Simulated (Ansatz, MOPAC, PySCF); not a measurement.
Noncovalent pair: NH3 (SMILES N) (first 4 atoms) with C3H6 (SMILES C=CC); geometry from B3LYP-D3(BJ)/def2-TZVP, rigid monomers moved along the line of their centres of mass till H4···C6 is 3.01 Å.
(charge 0, multiplicity 1):
```xyz
13

N     -0.21106    -0.20862     0.53719
H     -0.71185    -0.85499    -0.06195
H      0.73847    -0.14826     0.18707
H     -0.16549    -0.62346     1.46246
C      0.13632    -0.95671     4.62776
C     -0.50849     0.17060     4.34984
C      0.13633     1.48531     4.05035
H      1.21957    -0.99377     4.66971
H     -0.39255    -1.87917     4.83096
H     -1.59500     0.15699     4.31979
H     -0.21222     2.25741     4.74191
H      1.22312     1.42297     4.12479
H     -0.12412     1.81444     3.04095
```

Interaction energies are E(AB) − E(A) − E(B) at the monomers' geometry in the complex; basis-set methods are counterpoise corrected. Rows marked so take none.

Cores are frozen in the correlated methods. Rows in 3-21G, 6-311+G**, 6-31G* carry no dispersion term and start afresh at each structure (6-31G* with six Cartesian d functions). The state that AM1, PM3, PM6 reach isn't checked.

Codes used: Ansatz (an electronic-structure program) with Gaussian orbitals; MOPAC for AM1, PM3, PM6 (differences of heats of formation); PySCF for 3-21G rows, 6-311+G** rows, 6-31G* rows, the dispersion terms. 

Other levels give for the interaction energy: PBE/def2-TZVPPD -5.7; B3LYP/def2-TZVPPD -3.3; B3LYP-D3(BJ)/def2-TZVPPD -7.9; wB97M-V/def2-TZVPPD -7.6; CCSD(T)/aug-cc-pVDZ -6.9 kJ/mol.

Common cheap choices:

| level | interaction energy (kJ/mol) |
|---|---|
| AM1 | -0.7 |
| PM3 | -1.5 |
| PM6 | -4.3 |
| HF/3-21G (no counterpoise) | -8.2 |
| BP86/6-31G* (no counterpoise) | -6.1 |
| B3LYP/6-31G* | -4.0 |
| B3LYP/6-31G* (no counterpoise) | -7.9 |
| B3LYP/6-311+G** (no counterpoise) | -4.2 |
